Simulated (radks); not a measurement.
Problem. These are the eigenvalues of the occupied orbitals of an atom or ion with whole-number occupations (hartree). Calculated with a radial shooting solver on a logarithmic mesh with Libxc functionals: scalar-relativistic Kohn-Sham, PBEsol, spin-polarised, spherical densities, finite nucleus; Fermi nuclear charge, rms radius of each element as measured or else 0.836 A^(1/3) + 0.57 fm.

| orbital | eigenvalue |
|---|---|
| 1s up | -1368.659 |
| 1s down | -1368.554 |
| 2s up | -296.2415 |
| 2s down | -296.1178 |
| 2p up | -277.3094 |
| 2p down | -277.1998 |
| 3s up | -121.4261 |

Which element is it, and in what charge state? The configuration may be excited. Open shells, if any, are filled with parallel spins first.

Solution. Z = 54, xenon, charge +43: Xe43+ in [Ne] 3s1. The list shows which subshells hold electrons but not how many an open one holds; the 1s level, -1368.7 hartree, gives Z - s = 52.3 by -(Z - s)^2/2, which with screening and relativity narrows Z to a few neighbours, and the depths of the outer levels then fix element, charge and occupations together.
